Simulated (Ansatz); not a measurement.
# Two structures, one formula

The two ends of one reaction step of BH3ClO2F, closed shell (PBE0-D4/def2-TZVP).

A:

```
8
angstrom
B -0.4029 -0.2379 -0.6879
Cl 1.2219 -0.8269 -0.1518
O -0.4965 0.8352 -1.4890
O -1.5129 -0.8839 -0.2969
H 1.2136 0.4545 1.6931
F 0.9881 1.0531 2.3654
H 0.3438 1.2397 -1.7125
H -1.3550 -1.6337 0.2797
```

B:

B1  (-0.808, 0.304, -0.251)
Cl2  (3.022, -1.265, 0.755)
O3  (-0.779, 1.127, -1.318)
O4  (-1.799, -0.600, -0.122)
H5  (1.967, -0.546, 0.891)
F6  (0.160, 0.388, 0.695)
H7  (-0.034, 1.731, -1.318)
H8  (-1.728, -1.138, 0.669)
(Å)

Ansatz 0.2.0; basis: def2-TZVPP; cores frozen in the correlated methods. B3LYP uses VWN-RPA correlation.

Q: Which structure is lower at CCSD(T), and by how much? (Judge from chemistry; the value comes from the calculation.)

A: The calculation gives: B, by 0.560 eV (electronic energy, against the other). By their contacts, A is a complex of BH₂ClO₂ ([OH][B]([OH])[Cl]) + HF and B is a complex of BH₂O₂F ([OH][B]([OH])[F]) + HCl.

All methods give the same order:

```
      method  E(B) − E(A) (eV)
       SPW92            -0.443
      PBE-D4            -0.421
     BLYP-D4            -0.507
   r2SCAN-D4            -0.513
      B97M-V            -0.576
     PBE0-D4            -0.468
    B3LYP-D4            -0.549
  r2SCAN0-D4            -0.534
    BHLYP-D4            -0.618
CAM-B3LYP-D4            -0.607
     wB97X-V            -0.535
     wB97M-V            -0.529
      B2PLYP            -0.571
    PBE-QIDH            -0.507
  RPA on PBE            -0.584
          HF            -0.767
         MP2            -0.488
        CCSD            -0.603
     CCSD(T)            -0.560
```

T1 diagnostic: at most 0.011.

Labels in which every atom is bracketed show which atoms are joined, not bond orders.

For scale, one of the runs: CCSD(T)/def2-TZVPP, 208 basis functions, launched by `ansatz run in.yaml --threads 4 --pin off --events-out ev --progress --plain --max-ram 9574MiB`. The run took 65 s on 4 CPU threads of an Arm Neoverse V2 (shared host), with 3 GiB of host memory at its peak.
